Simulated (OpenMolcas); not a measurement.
**Ge²⁺: effect of the basis set**

| Item | Value |
| --- | --- |
| Program | OpenMolcas |
| Method | CASSCF |
| Active space | 2 electrons in 8 orbitals (4s 4p 5s 5p) |
| State averaging | 2S+1 = 3 even, 3 roots; 2S+1 = 1 even, 7 roots; 2S+1 = 3 odd, 3 roots; 2S+1 = 1 odd, 3 roots |
| Spin-orbit coupling | RASSI with atomic mean-field integrals over the reference wave functions, term energies averaged over their components |

A. ANO-RCC-VTZP [6s5p3d1f], DKH2, point nucleus; cost about 13 core-seconds
B. ANO-RCC-VQZP [7s6p4d2f1g], DKH2, point nucleus; cost about 20 core-seconds
C. ANO-R2 [6s5p4d3f1g], X2C, finite nucleus; cost roughly 19 core-seconds
D. ANO-RCC [10s9p8d5f2g], DKH2, point nucleus; cost roughly 50 core-seconds

Energies in cm⁻¹ above 4s² ¹S₀, the measured ground level; measured values from Sugar and Musgrove, J. Phys. Chem. Ref. Data 22, 1213 (1993).

| Level | A | B | C | D | Measured |
| --- | --- | --- | --- | --- | --- |
| 4s² ¹S₀ | 0.0 | 0.0 | 0.0 | 0.0 | 0.0 |
| 4s 4p ³P°₀ | 59103 | 58960 | 58705 | 58963 | 61734 |
| 4s 4p ³P°₁ | 59761 | 59627 | 59362 | 59634 | 62500 |
| 4s 4p ³P°₂ | 61132 | 61017 | 60730 | 61030 | 64144 |
| 4s 4p ¹P°₁ | 99272 | 98902 | 98793 | 98878 | 91873 |

Deviations, from unrounded energies. A percentage is the sum of absolute deviations over the sum of measured energies, with the sign that they share, or ± where signs differ.

| Against measurement | Levels | A | B | C | D |
| --- | --- | --- | --- | --- | --- |
| mean absolute deviation (cm-1) | 4 | 3900 | 4000 | 4100 | 3900 |
| other configurations (%) | 4 | ±5.6 | ±5.6 | ±5.9 | ±5.6 |

A, B, C, D lie about equally close to measurement. The largest miss of D in the table is 4s 4p ¹P°₁, by +7000 cm-1. The ranking rests on the paired levels alone, and a cruder setting can come out closer through cancelling errors.

Among A to D the level of the table that moves most is 4s 4p ¹P°₁, by 480 cm-1 (lowest in C, highest in A).

The run also gave levels led by 4s 5s, which use shells meant for correlation; these and all levels above them are left out. Computed and measured levels are paired by configuration, term and J; levels that our copy of the source lacks, or whose pairing is in doubt (as where it misses far off the trend of its configuration), stay unpaired and out of the deviations. Levels of configurations outside the active space are missing. The table leaves out levels that lie high or whose names do not pair safely across all columns.

° marks odd parity.
